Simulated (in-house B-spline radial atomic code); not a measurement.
# Two electrons outside the [Ar] 3d10 4s2 4p6 core: the indium ion In¹¹⁺

Computed with an all-electron radial atomic-structure program (B-spline basis): configuration interaction (CI) of the two valence electrons in the field of the frozen Dirac-Fock core, alone and with many-body perturbation theory for the core (screened one- and two-electron correlation potentials), Breit and QED terms; no-pair Dirac Hamiltonian, finite nucleus. Labels give the configuration (outer n counted up each series) and the leading LS term, or the jj pair where no LS term holds 70 %.

Command:
```bash
python run_mb.py task.json out
```
Settings (nuclear radius in fm, box in bohr, cutoff in hartree):
```
basis_form          3
Z                   49
core_configuration  [Ar] 3d10 4s2 4p6
rms_radius          4.6156
mass_number         115
speed_of_light      137.036
box_radius          6.923
lmax                6
intervals           60
virtual_cutoff      4802.0
```

Cost of the run: 110 s on 1 thread of Intel(R) Xeon(R) Platinum 8259CL CPU @ 2.50GHz (shared host).

Excitation energies (cm⁻¹):

```tsv
level	purity of the LS term	CI alone	CI + MBPT + Breit + QED	Landé g of the LS mixture
4d2 3F2	0.935	0	0	0.69
4d2 3F3	1.0	8131	8161	1.08
4d2 3F4	0.954	15860	15792	1.24
4d2 3P0	0.963	?	?	?
4d2 (3/2,5/2)2	0.547 (1D)	23743	23546	1.18
4d2 3P1	1.0	27212	26580	1.50
4d2 (5/2,5/2)2	0.595 (3P)	36115	35841	1.29
4d2 1G4	0.954	38543	36254	1.01
4d2 1S0	0.963	?	?	?
```

Q: Where does 4d2 1S0 lie?

A: 74504 cm⁻¹ in CI alone and 77828 cm⁻¹ with all corrections.

Q: Where does 4d2 3P0 lie?

A: 22934 cm⁻¹ in CI alone and 22413 cm⁻¹ with all corrections.

Q: What is the first ionisation energy?

A: 226.97 eV to the 4d3/2 state of the next ion (224.26 eV from CI alone). NIST lists 226 ± 2.5 eV (tabulated theory).
